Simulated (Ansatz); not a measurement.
Basis-set extrapolation for C7H16O (`CCCC(O)CCC`) (PBE0-D4/def2-TZVP geometry, frozen core, the Gaussian-basis code of Ansatz). Multiplicity 1, RHF reference.

```json
{"": "HF", "def2-TZVPP": "-349.385142", "def2-QZVPP": "-349.401500"}
{"": "MP2 correlation", "def2-TZVPP": "-1.475700", "def2-QZVPP": "-1.571600"}
{"": "CCSD(T) correlation", "def2-TZVPP": "-1.615615", "def2-QZVPP": "not run"}
```

Energies in hartree. Use E(X) = E(∞) + A·exp(−7.88·√X) for Hartree–Fock and E(X) = E(∞) + B·X^(−2.97) for correlation, with X = 3 and 4, and add CCSD(T) minus MP2 of the smaller set to the MP2 limit.

Task: What is the CCSD(T) energy at the basis-set limit?

Result: HF limit: -349.401500 + (-0.016358) × 0.13774 = -349.40375. MP2 limit: -1.571600 + (-0.095900) × 0.74074 = -1.64264. Higher-order term: -1.615615 − (-1.475700) = -0.13992. Total: -351.18631 hartree, 487.2 kJ/mol below CCSD(T)/def2-TZVPP.
